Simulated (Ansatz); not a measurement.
`BB(N)C[SiH3]`, charge 0, multiplicity 1.

Problem. Give a relaxed structure at PBE0-D4/def2-TZVP (Ansatz). (Best estimate.)

Solution. Computed: 
Z-matrix (Å, degrees):
```
C
Si 1 1.875
B 1 1.585 2 110.2
H 1 1.097 2 107.4 3 121.2
H 1 1.095 2 107.4 3 -123.8
H 2 1.488 1 110.9 3 54.2
H 2 1.489 1 111.4 3 174.7
H 2 1.489 1 110.1 3 -65.5
N 3 1.399 1 118.6 2 77.6
B 3 1.674 1 116.3 2 -101.2
H 9 1.007 3 123.0 1 0.4
H 9 1.005 3 124.0 1 -178.5
H 10 1.201 3 122.3 1 80.3
H 10 1.201 3 122.0 1 -93.7
```
This is one stationary point; other conformers may exist.
